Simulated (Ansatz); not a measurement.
A CCSD(T) single point on `[OH][Nb]([OH])([OH])([OH])[Cl]`.

```yaml
crystal:
  periodic: [false, false, false]
  atoms:
    - {symbol: O, position_ang: [-1.556127, -0.896031, -0.542798]}
    - {symbol: Nb, position_ang: [0.020319, -0.035487, 0.038823]}
    - {symbol: O, position_ang: [1.114305, -1.558326, -0.127094]}
    - {symbol: O, position_ang: [-0.571131, 0.222220, 1.807130]}
    - {symbol: O, position_ang: [1.452944, 1.188128, 0.159248]}
    - {symbol: Cl, position_ang: [-0.557619, 1.418804, -1.801348]}
    - {symbol: H, position_ang: [-2.158224, -0.702374, -1.263216]}
    - {symbol: H, position_ang: [2.070312, -1.511158, -0.039921]}
    - {symbol: H, position_ang: [-1.399742, -0.145484, 2.126457]}
    - {symbol: H, position_ang: [1.668163, 1.968510, -0.354280]}
basis:
  gaussian: {orbitals: def2-SVP}
correlation: {method: ccsd_t}
```

```sh
$ ansatz run in.yaml --threads 4 --pin off --events-out ev --progress --plain --max-ram 11315MiB
```

Output of Ansatz, abridged:

```
Functional definition: HF
1213 factors; integrals over basis functions are off by at most 1.2e-3 eV
mean field evaluation 1: about -22234.7757 eV, gradient 7.2e1 eV
mean field evaluation 2: about -22234.9513 eV, gradient 7.2e1 eV
mean field evaluation 4: about -22244.6770 eV, gradient 5.8e0 eV
mean field evaluation 8: about -22244.7982 eV, gradient 5.5e-1 eV
mean field -22244.79938922 eV, -817.4812994874 hartree, gradient 1.4e-6 eV, S^2 0.000000; 0 other end points of the search recorded, 0 dependent functions left out
9 core orbitals not correlated: weight in the atoms' cores, before any rotation towards them, 1.000 or more for the frozen orbitals, at most 0.000 for the correlated occupied ones
reference -22244.79938922 eV, -817.4812994874 hartree; 24, 24 occupied and 92, 92 virtual orbitals, 1213 factors
second order -33.41127790 eV of doubles, -0.00000000 eV of singles
cycle   1  -32.08944541 eV  change     1.3e0 eV  update   2.3e-1
cycle   2  -33.16831496 eV  change    -1.1e0 eV  update   1.1e-1
cycle   3  -33.46226055 eV  change   -2.9e-1 eV  update   4.0e-2
cycle   4  -33.45811458 eV  change    4.1e-3 eV  update   1.2e-2
cycle   5  -33.44357881 eV  change    1.5e-2 eV  update   4.8e-3
cycle   6  -33.44295201 eV  change    6.3e-4 eV  update   1.9e-3
cycle   7  -33.44361267 eV  change   -6.6e-4 eV  update   1.0e-3
cycle   8  -33.44311413 eV  change    5.0e-4 eV  update   3.8e-4
cycle   9  -33.44320300 eV  change   -8.9e-5 eV  update   1.5e-4
cycle  10  -33.44341704 eV  change   -2.1e-4 eV  update   7.3e-5
cycle  11  -33.44328001 eV  change    1.4e-4 eV  update   2.5e-5
cycle  12  -33.44326284 eV  change    1.7e-5 eV  update   1.3e-5
perturbative correction -1.19692309 eV, -0.0439861121 hartree
Total energy: -22279.43957515 eV, -818.7543028402 hartree
```

It took 24 s on 4 threads of an Arm Neoverse V2 on a shared host, with 0.92 GiB of host memory at the peak.

The correlation energy is -34.640 eV, 3.5 % of it from (T); the T1 diagnostic reads 0.0208.
